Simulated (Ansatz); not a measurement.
Reaction (ligand exchange at the Al–C bond): `[AlH2][CH2]OCS` + `NB(O)F` → `OB(F)[NH][AlH2]` + `COCS`

Computed with Ansatz on PBE0-D4/def2-TZVP structures; ΔE is electronic, products minus reactants. CBS: MP2 limit from def2 TZ/QZ plus the TZ coupled-cluster correction, frozen cores. This one scheme is used for every species. Functionals use def2-TZVPP. One conformer a species, not always the lowest.

```json
{"level": "r2SCAN-D4", "ΔE (kJ/mol)": "-123.0"}
{"level": "B2PLYP", "ΔE (kJ/mol)": "-124.9"}
{"level": "HF/def2-QZVPP", "ΔE (kJ/mol)": "-132.6"}
{"level": "CCSD/CBS(def2)", "ΔE (kJ/mol)": "-123.4"}
```

Problem. What does CCSD(T)/CBS give? (Best estimate.)

Solution. Computed: -122.7 kJ/mol. The listed levels differ from it by -0.3, -2.2, -9.9, -0.7 kJ/mol.

Largest T1 diagnostic among the species: 0.012.

From PBE to PBE0 (25 % exact exchange), in def2-TZVPP and without D4, ΔE moves by −3.3 kJ/mol. In def2-TZVPP, CCSD(T) changes the Hartree–Fock value by +7.1 kJ/mol (the triples alone add +0.7 kJ/mol) and MP2 by +5.1 kJ/mol.
